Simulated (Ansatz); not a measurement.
Compare A (`C[SiH2][Zn][F]`) with its isomer B (`F[CH]([SiH3])[ZnH]`).

Calculated with Ansatz (gas phase, PBE0-D4/def2-TZVP geometries, no zero-point term in ΔE). CCSD(T)/CBS adds triple-zeta CCSD(T) − MP2 to the extrapolated MP2 energy (def2 sets, frozen cores). DFT in def2-TZVPP. For Zn outer-core shells are correlated without core-valence functions, which leaves a few kJ/mol of doubt a bond. Scalar relativity is left out up to krypton. Each species was taken in one conformer, which may not be the lowest.

A:

```xyz
9

C    -0.527    1.183   -0.528
Si   -0.438   -0.415    0.456
Zn    1.627   -1.504    0.256
F     3.184   -2.318    0.101
H    -0.377    0.996   -1.593
H    -1.506    1.650   -0.399
H     0.235    1.892   -0.197
H    -1.510   -1.348    0.005
H    -0.687   -0.136    1.899
```

B:

```xyz
9

F    -0.308   -0.171   -1.923
C    -0.577    0.002   -0.544
Si    0.616   -1.023    0.483
Zn   -0.503    1.937   -0.147
H    -1.598   -0.361   -0.368
H     2.011   -0.538    0.306
H     0.220   -0.822    1.907
H     0.573   -2.474    0.157
H    -0.433    3.450    0.129
```

Problem. Which is lower in electronic energy at CCSD(T)/CBS, and by how much? (Estimate.)

Solution. Computed: A, by 62.0 kcal/mol.

Problem. Give E(B) − E(A) in kcal/mol with HF/def2-TZVPP, CCSD(T)/def2-SVP, CCSD/def2-TZVPP, CCSD(T)/def2-TZVPP, PBE0-D4, LDA (SPW92), PBE-D4. (Estimate.)

Solution. The calculation gave: HF/def2-TZVPP 60.0, CCSD(T)/def2-SVP 58.0, CCSD/def2-TZVPP 59.3, CCSD(T)/def2-TZVPP 58.8, PBE0-D4 60.0, LDA (SPW92) 57.4, PBE-D4 59.1. None reverses the order clearly.

Problem. Does the order hold for the free energy at 298.15 K (harmonic terms from PBE0-D4)? (An estimate is asked.)

Solution. The calculation gave: Yes: G(B) − G(A) = +58.4 kcal/mol, for one conformer each.

Largest T1 diagnostic: 0.015.

Leaving LDA and LC-ωPBE aside and taking each functional with its dispersion term where it has one, the values, not all of them listed here, spread over 3.3 kcal/mol, from BLYP-D4 to PBE-QIDH. LDA lies −2.3 kcal/mol from PBE without D4. The D4 term adds −0.9 kcal/mol with B3LYP and −0.4 kcal/mol with PBE0; it sums over pairs of atoms, weighted by their polarisabilities, and B3LYP, whose exchange is more repulsive, gets the larger term.

B3LYP here is the variant with VWN-RPA as its local correlation; programs differ in this.
